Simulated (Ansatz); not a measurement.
Program: Ansatz. Geometries: PBE0-D4/def2-TZVP. ΔE: electronic, gas phase. CCSD(T)/CBS adds triple-zeta CCSD(T) − MP2 to the extrapolated MP2 energy (def2 sets, frozen cores). Functionals use def2-TZVPP. B3LYP here is the variant with VWN-RPA as its local correlation; programs differ in this. Each species was taken in one conformer, which may not be the lowest.

`O[SiH2]C[SiH2]O` → `CO[SiH](O)[SiH3]`  (isomerisation)

```csv
level,ΔE (kcal/mol),difference from CCSD(T)/CBS
PBE-D4,21.7,-4.4
r2SCAN-D4,24.7,-1.4
PBE0-D4,23.5,-2.6
B3LYP-D4,23.1,-3.0
ωB97X-V,23.8,-2.3
ωB97M-V,26.6,0.5
B2PLYP,24.3,-1.8
PBE,21.0,-5.1
r2SCAN,24.6,-1.5
PBE0,22.9,-3.2
B3LYP,21.9,-4.2
HF/def2-TZVPP,22.7,-3.4
MP2/def2-TZVPP,28.7,2.6
SCS-MP2/def2-TZVPP,26.5,0.4
CCSD/def2-TZVPP,25.1,-1.0
CCSD(T)/def2-TZVPP,25.3,-0.8
HF/def2-QZVPP,22.7,-3.4
MP2/def2-QZVPP,29.2,3.1
SCS-MP2/def2-QZVPP,27.0,0.9
HF/CBS(def2),22.7,-3.4
MP2/CBS(def2),29.5,3.4
CCSD/CBS(def2),26.0,-0.1
CCSD(T)/CBS,26.1,0
```

Largest T1 diagnostic among the species: 0.012.

From PBE to PBE0 (25 % exact exchange), in def2-TZVPP and without D4, ΔE moves by +1.9 kcal/mol. The D4 term adds +1.2 kcal/mol with B3LYP and +0.6 kcal/mol with PBE0; it sums over pairs of atoms, weighted by their polarisabilities, and B3LYP, whose exchange is more repulsive, gets the larger term. In def2-TZVPP, CCSD(T) changes the Hartree–Fock value by +2.6 kcal/mol (the triples alone add +0.2 kcal/mol) and MP2 by +6.0 kcal/mol.
